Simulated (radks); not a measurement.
Yb+, configuration [Xe] 4f14 6s1.

Method: Dirac Kohn-Sham, PBE, spin-unpolarised, spherical densities, point nucleus; computed with a radial shooting solver on a logarithmic mesh with Libxc functionals.

Energy parts (hartree):
part                       energy
total                 -14075.7195
kinetic                15640.8872
electron-nucleus      -34941.6856
Hartree                 5519.5766
exchange-correlation    -294.4976

Orbitals (lengths in bohr, moments of r in powers of bohr; <r^-3> diverges for s and p1/2):
| orbital | occ. | eigenvalue (hartree) | <r^4> | <r^-3> |
|---|---|---|---|---|
| 1s1/2 | 2 | -2248.157 | 7.553e-07 | - |
| 2s1/2 | 2 | -380.8613 | 0.0001156 | - |
| 2p1/2 | 2 | -363.2417 | 0.00007038 | - |
| 2p3/2 | 4 | -324.7605 | 0.00009810 | 13470 |
| 3s1/2 | 2 | -86.03196 | 0.004342 | - |
| 3p1/2 | 2 | -78.26662 | 0.003875 | - |
| 3p3/2 | 4 | -70.09860 | 0.004959 | 2975 |
| 3d3/2 | 4 | -56.90199 | 0.003443 | 509.4 |
| 3d5/2 | 6 | -55.11766 | 0.003714 | 441.4 |
| 4s1/2 | 2 | -17.12301 | 0.1054 | - |
| 4p1/2 | 2 | -13.98229 | 0.1176 | - |
| 4p3/2 | 4 | -12.13382 | 0.1513 | 673.3 |
| 4d3/2 | 4 | -6.97414 | 0.2078 | 99.14 |
| 4d5/2 | 6 | -6.63772 | 0.2257 | 84.23 |
| 5s1/2 | 2 | -2.26438 | 4.098 | - |
| 5p1/2 | 2 | -1.41782 | 7.239 | - |
| 5p3/2 | 4 | -1.19386 | 10.19 | 79.34 |
| 4f5/2 | 6 | -0.38484 | 2.549 | 12.68 |
| 6s1/2 | 1 | -0.34087 | 307.2 | - |
| 4f7/2 | 8 | -0.33643 | 3.160 | 12.01 |

The highest occupied level is 4f7/2 at -9.155 eV. Summed over all electrons, <r^2> = 50.88 bohr^2, which gives a Langevin (diamagnetic) susceptibility term of -40.3 x 10^-6 cm^3/mol.
